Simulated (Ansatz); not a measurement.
This geometry of ClHOZn + H (5 atoms, charge 0, multiplicity 2) is a first-order saddle point.

These are results of UKS PBE0-D4/def2-SVP (Ansatz 0.2.0), not measurements.

```xyz
5
Properties=species:S:1:pos:R:3
Zn 0.068 -0.202 0.131
Cl -0.021 -0.086 2.406
O 0.097 -0.005 -1.646
H 0.220 -0.829 -2.129
H -0.109 0.205 3.971
```

Question: Which two structures does it join? (They come from a converged band through this point; their orientation in space is the band's.)

Answer: Bonds formed: O3–H5. ClHOZn + H becomes ClH2OZn.

Initial state:

```xyz
5
Properties=species:S:1:pos:R:3
Zn 0.026 -0.095 -0.166
Cl 0.008 -0.030 1.932
O 0.008 -0.028 -1.931
H 0.236 -0.851 -2.374
H -0.024 0.087 5.272
```

Final state:

```xyz
5
Properties=species:S:1:pos:R:3
Zn -0.831 1.105 0.296
Cl -0.703 0.324 2.390
O 0.684 -0.432 -0.130
H 0.448 -1.221 -0.635
H 0.656 -0.694 0.812
```

Question: How far does it lie above each of them?

Answer: 0.45 eV above the first and 2.25 eV above the second. This is the barrier of this one path; another mechanism may lie lower.

Time of the run: 5.8 min on 2 threads of Arm Neoverse V2, on a shared host, peak memory 0.2 GiB.
